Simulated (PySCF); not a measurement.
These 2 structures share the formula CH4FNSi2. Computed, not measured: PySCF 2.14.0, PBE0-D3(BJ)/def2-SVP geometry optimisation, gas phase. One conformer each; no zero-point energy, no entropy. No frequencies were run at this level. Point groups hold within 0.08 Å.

**Question.** Rank from lowest to highest electronic energy at this level (kcal/mol).
A. `[N:1]#[C:2][SiH2:3][SiH2:4][F:5]` with C2–Si3–Si4–F5 -177°
B. `[C-:1]#[N+:2][SiH2:3][SiH2:4][F:5]` with N2–Si3–Si4–F5 -179°

**Answer.** A (0.0), B (6.1).

As drawn, the lower has an Si–C bond, which the higher lacks.

```csv
SMILES,E (Eh),E rel (kcal/mol),dipole (D),point group,"A, B, C (MHz)"
N#C[SiH2][SiH2]F,-773.34356,0.0,2.08,near Cs,"8259, 1364, 1205"
[C-]#[N+][SiH2][SiH2]F,-773.33384,6.1,1.94,Cs,"8442, 1450, 1275"
```
